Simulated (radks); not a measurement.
The numbers below are computed, except where a source is named.
Problem. P5+, configuration [Ne]. Code: a radial shooting solver on a logarithmic mesh with Libxc functionals. Model: non-relativistic Kohn-Sham, LB94 model potential, spin-polarised, spherical densities, point nucleus. Some entries of the table are withheld. Estimate them.

orbital  occ.  eigenvalue (hartree)  <r^2> (bohr^2)  r(max) (bohr)
1s          2             -80.99714         0.01439        0.06805
2s          2              -9.69166             (1)         0.4203
2p          6                   (2)             (3)         0.3509

Solution. 
(1) 2s <r^2> (bohr^2): 0.3205
(2) 2p eigenvalue (hartree): -7.94191
(3) 2p <r^2> (bohr^2): 0.2864
